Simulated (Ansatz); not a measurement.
`B/C=C/CF` + CH₃SH → `BSC` + `C=CCF`  (ligand exchange at a B–C bond)

Isolated molecules relaxed with PBE0-D4/def2-TZVP in Ansatz; ΔE leaves out vibrations. CCSD(T)/CBS adds triple-zeta CCSD(T) − MP2 to the extrapolated MP2 energy (def2 sets, frozen cores). This one scheme is used for every species. DFT in def2-TZVPP. B3LYP here is the variant with VWN-RPA as its local correlation; programs differ in this. One conformer a species, not always the lowest.

| level | ΔE (kJ/mol) | difference from CCSD(T)/CBS |
| --- | --- | --- |
| PBE-D4 | -82.8 | -3.7 |
| r2SCAN-D4 | -81.2 | -2.1 |
| PBE0-D4 | -79.4 | -0.3 |
| ωB97X-V | -76.4 | 2.7 |
| ωB97M-V | -77.0 | 2.1 |
| B2PLYP | -77.1 | 2.0 |
| PBE | -82.4 | -3.3 |
| r2SCAN | -81.3 | -2.2 |
| B3LYP | -75.4 | 3.7 |
| HF/def2-TZVPP | -63.5 | 15.6 |
| MP2/def2-TZVPP | -79.4 | -0.3 |
| SCS-MP2/def2-TZVPP | -76.0 | 3.1 |
| CCSD(T)/def2-TZVPP | -79.1 | 0.0 |
| SCS-MP2/def2-QZVPP | -75.9 | 3.2 |
| MP2/CBS(def2) | -79.5 | -0.4 |
| CCSD/CBS(def2) | -76.2 | 2.9 |
| CCSD(T)/CBS | -79.1 | 0 |

Largest T1 diagnostic among the species: 0.014.

In def2-TZVPP, CCSD(T) changes the Hartree–Fock value by −15.5 kJ/mol (the triples alone add −2.9 kJ/mol) and MP2 by −15.9 kJ/mol. From PBE to PBE0 (25 % exact exchange), in def2-TZVPP and without D4, ΔE moves by +3.3 kJ/mol.
